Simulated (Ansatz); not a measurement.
Z-matrix (Å, degrees):
```
C
In 1 2.440
Al 1 1.874 2 70.8
H 1 1.092 2 142.8 3 126.6
H 1 1.102 2 79.7 3 -127.2
H 2 1.731 1 117.5 3 179.5
H 3 1.584 1 138.7 2 136.7
```

The species carries charge 0 and has multiplicity 1. In: def2 effective core potential.

Question: List the CAM-B3LYP/def2-TZVPP orbital energies in eV (the Gaussian-basis code of Ansatz). (Best estimate.)

Answer: Ansatz gave: Occupied: -1526.25, -277.98, -129.11, -114.30, -85.79, -85.60, -85.49, -75.00, -74.91, -74.79, -22.76, -22.67, -22.54, -22.53, -22.41, -19.59, -13.48, -12.57, -11.62, -10.37, -7.93, -6.81. Lowest empty: -1.27, -0.40, 0.52, 0.68, 1.65, 2.06, 2.55, 3.10.
